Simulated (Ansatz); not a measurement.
(1) Predict a relaxed structure of (Cl2B-mu-SMe)2 (C2H6B2Cl4S2), charge 0, singlet, at PBE-D4/def2-SVP (Ansatz).

Answers

(1) 
| atom | x (Å) | y (Å) | z (Å) |
| --- | --- | --- | --- |
| B1 | -0.566 | 1.303 | 0.945 |
| Cl2 | -1.729 | 1.913 | -0.306 |
| Cl3 | -0.497 | 2.216 | 2.500 |
| S4 | 1.312 | 1.124 | 0.261 |
| C5 | 1.146 | 0.881 | -1.541 |
| B6 | 1.138 | -0.709 | 1.055 |
| Cl7 | 1.621 | -2.026 | -0.094 |
| Cl8 | 1.963 | -0.693 | 2.660 |
| S9 | -0.840 | -0.635 | 1.389 |
| C10 | -1.614 | -1.365 | -0.094 |
| H11 | 1.822 | 0.053 | -1.828 |
| H12 | 0.100 | 0.651 | -1.812 |
| H13 | 1.458 | 1.824 | -2.025 |
| H14 | -2.042 | -2.338 | 0.210 |
| H15 | -0.862 | -1.522 | -0.890 |
| H16 | -2.411 | -0.676 | -0.430 |
 This is one stationary point.
